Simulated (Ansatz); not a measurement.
Species: WO (charge 0, triplet). The spin state was set by rule; other spins were not relaxed. 
Coordinates optimised at B3LYP-D3(BJ)/def2-TZVP (Ansatz, a program for electronic structure):
SMILES: [O]=[W]
```xyz
2

W      0.0000     0.0000    -0.1621
O      0.0000     0.0000     1.4990
```
Charge 0, spin multiplicity 3.

Total electronic energies in hartree. Correlated levels leave the core frozen unless marked. Open shells are spin-unrestricted. No spin-orbit coupling. The frozen core is the preceding noble-gas configuration, with the filled d and f shells of earlier blocks. In def2 rows, elements after Kr have scalar-relativistic effective core potentials. CBS(X,Y): correlation extrapolated as X^-3; Hartree-Fock from the larger set. [CCSD(T)-MP2]/basis is that difference in the basis named.

The UHF reference is spin-contaminated (<S^2> 0.50 over the pure value in the largest basis). The Hartree-Fock reference is unstable (checked in the largest basis), which strains HF and MP2. The T1 diagnostic of CCSD in the largest basis is 0.073, which is high, so the coupled-cluster rows are less sure than usual.

```json
[
 {"level": "RI-HF/def2-QZVPP", "program": "Ansatz", "energy (Eh)": "-141.25576"},
 {"level": "r2SCAN/def2-TZVPD", "program": "Ansatz", "energy (Eh)": "-142.27852"},
 {"level": "r2SCAN0-D4/def2-TZVPD", "program": "Ansatz + dftd4", "energy (Eh)": "-142.20345"},
 {"level": "HSE06-D3(BJ)/def2-TZVPD", "program": "Ansatz + dftd3", "energy (Eh)": "-142.18549"},
 {"level": "LC-wPBE-D3(BJ)/def2-TZVPD", "program": "Ansatz + dftd3", "energy (Eh)": "-142.23413"},
 {"level": "B2GP-PLYP/def2-TZVPD", "program": "Ansatz", "energy (Eh)": "-141.97916"},
 {"level": "SCS-MP2/def2-SVP", "program": "Ansatz", "energy (Eh)": "-141.43448"},
 {"level": "CCSD(T)/def2-SVPD", "program": "Ansatz", "energy (Eh)": "-141.50061"},
 {"level": "RI-MP2/CBS(def2-TZVPPD,def2-QZVPPD)+[CCSD(T)-MP2]/def2-TZVPPD", "program": "Ansatz", "energy (Eh)": "-141.7207"}
]
```

Totals of different functionals don't rank their quality; only differences between species are comparable.
